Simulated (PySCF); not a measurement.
WF₂, SMILES [F][W][F] (connectivity only; charge and spin as stated), neutral, multiplicity 3. Atoms are numbered in the order given.

```xyz
3

W      0.0000     0.0000     0.0000
F      0.0000     0.0000    -1.8313
F      0.0000     0.0000     1.8313
```
Charge 0, spin multiplicity 3.

Coordinates come from a B3LYP-D3(BJ)/def2-TZVP optimisation. The spin state was assumed, not searched. The def2 effective core potentials stand for the cores of W; spin–orbit coupling is left out.

These are PySCF with B3LYP/def2-TZVPD values and carry that method's errors.

Mulliken values depend strongly on the basis, most of all with diffuse functions as here. ESP charges are fitted to the potential on shells at 1.4 to 2.0 van der Waals radii. Atomic charges (e):

```tsv
atom	ESP fit	Mulliken	Mulliken spin
W1	0.31	0.91	2.06
F2	-0.16	-0.46	-0.03
F3	-0.16	-0.46	-0.03
```
